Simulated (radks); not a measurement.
The gold anion Au-, [Hg], held by a Watson sphere: a shell of charge +1 at radius R that stands for the Madelung well of a crystal (potential energy -1/R inside, -1/r outside, in hartree with lengths in bohr). All-electron calculation, scalar-relativistic Kohn-Sham, LDA (Slater exchange, VWN5 correlation), spin-polarised, spherical densities, point nucleus. Program: a radial shooting solver on a logarithmic mesh with Libxc functionals. Response by self-consistent Sternheimer equations with the Hartree and adiabatic LDA kernel, the relativistic mass of each level held fixed and spin-orbit coupling left out. The sphere does not respond.

R (bohr)  e(5p) (eV)  e(5d) (eV)  e(6s) (eV)  <r> 6s (bohr)  sum of <r^2> (bohr^2)  X-ray form factor at sin(theta)/lambda = 0.3 1/angstrom  alpha (bohr^3)
4.55         -58.421      -5.504      -5.182          3.065                  75.02                                                   59.288           64.08
5.25         -57.856      -4.926      -4.608          3.124                  76.24                                                   59.291           72.13
5.64         -57.579      -4.646      -4.327          3.149                  76.76                                                   59.293           76.21
5.65         -57.573      -4.639      -4.320          3.150                  76.78                                                   59.293           76.31
5.93         -57.390      -4.455      -4.134          3.165                  77.10                                                   59.293           79.04
6.38         -57.121      -4.184      -3.861          3.185                  77.53                                                   59.294           83.06
6.42         -57.098      -4.161      -3.838          3.186                  77.56                                                   59.294           83.39
